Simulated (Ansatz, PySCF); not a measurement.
System: CH$_{2}$NO, net charge -1, singlet state. It need not be the lowest isomer of its formula. Whether it binds its extra electron was not tested at this geometry. 
Geometry from a B3LYP-D3(BJ)/def2-TZVP (Ansatz, a first-principles code) optimisation:
```
N
H 1 1.0119
H 1 1.0310 2 113.63
C 1 1.4475 2 113.54 3 -133.11
O 4 1.2397 1 112.70 2 153.01
```
Charge -1, spin multiplicity 1.

Total electronic energies in hartree. Valence correlation only, unless marked. Spin-orbit coupling is left out. No relativistic terms. CBS marks a two-point X^-3 extrapolation of the correlation energy; Hartree-Fock from the larger set. [CCSD(T)-MP2]/basis is that difference in the basis named.

```tsv
level	program	energy (Eh)
RI-HF/aug-cc-pVTZ	Ansatz	-168.35738
PBE-D3(BJ)/def2-TZVPD	Ansatz + dftd3	-169.15195
M06-L/def2-TZVPD	PySCF	-169.29544
B97M-V/def2-TZVPD	Ansatz	(withheld)
PBE0/def2-TZVPD	Ansatz	-169.13982
PBE0/def2-QZVPP	Ansatz	-169.14514
r2SCANh-D4/def2-TZVPD	Ansatz + dftd4	(withheld)
HSE06/def2-TZVPD	Ansatz	-169.13178
LC-wPBE/def2-TZVPD	Ansatz	-169.21958
MP2/6-31G*	Ansatz	-168.72084
RI-MP2/CBS(aug-cc-pVTZ,aug-cc-pVQZ)	Ansatz	-169.0635
SCS-MP2/aug-cc-pVDZ	Ansatz	-168.82771
SCS-MP2/cc-pVDZ	Ansatz	-168.74547
CCSD(T)/6-31G	Ansatz	-168.52527
RI-MP2/CBS(aug-cc-pVTZ,aug-cc-pVQZ)+[CCSD(T)-MP2]/aug-cc-pVTZ	Ansatz	-169.1002
```

Problem. What belongs in the gaps?

Solution. 
- B97M-V/def2-TZVPD, energy (Eh): -169.30194
- r2SCANh-D4/def2-TZVPD, energy (Eh): -169.22873
